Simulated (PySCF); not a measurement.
A GIAO shielding run with PySCF (density fitting, non-relativistic, gas phase) on `C=C(C)[P+]1(C)CCOCC1`, [C8H16OP]+:

```
$ OMP_NUM_THREADS=1 python probes_run.py task.json out

{"job": {"kind": "nmr", "xc": "PBE0", "basis": "pcSseg-1"}, "charge": 1, "multiplicity": 1}
C      1.371122    -0.643678     1.764526
C      1.500337    -0.370764     0.459827
C      2.805728    -0.104116    -0.232217
P      0.008873    -0.227244    -0.548782
C      0.394179    -0.642408    -2.256972
C     -1.370575    -1.256970     0.050894
C     -2.304293    -0.377301     0.898535
O     -1.544818     0.547495     1.632984
C     -1.208685     1.726377     0.941612
C     -0.661203     1.457177    -0.473778
H      2.258824    -0.703882     2.402401
H      0.399771    -0.784551     2.244537
H      3.024891    -0.856352    -1.006134
H      3.625958    -0.126499     0.497834
H      2.821092     0.885641    -0.717881
H     -0.514111    -0.544735    -2.868750
H      0.759020    -1.678919    -2.312269
H      1.166828     0.033647    -2.649367
H     -0.942981    -2.081142     0.641928
H     -1.881759    -1.703874    -0.816638
H     -3.052947     0.130453     0.263707
H     -2.855372    -1.000339     1.616219
H     -0.444967     2.222708     1.555272
H     -2.078916     2.403875     0.871280
H      0.110752     2.186519    -0.761741
H     -1.450501     1.500261    -1.243099
```

Hardware: 1 thread of an Arm Neoverse V1, shared host. The job also computes population analyses, field gradients, ring-centre shieldings.

Task: How large is the calculation?

Result: 86 electrons, 257 basis functions and 1350 auxiliary functions.

Task: How long does it take, and how much memory does it need?

Result: 76 s of wall time, with 14 SCF cycles and 4 response iterations; peak memory 1.3 GiB. Times on a shared host scatter by some tens of per cent.

Task: And these other runs on the same molecule and hardware: GIAO shielding at wB97X-D/pcSseg-1?

Result: wB97X-D/pcSseg-1: 257 functions, 110 s.
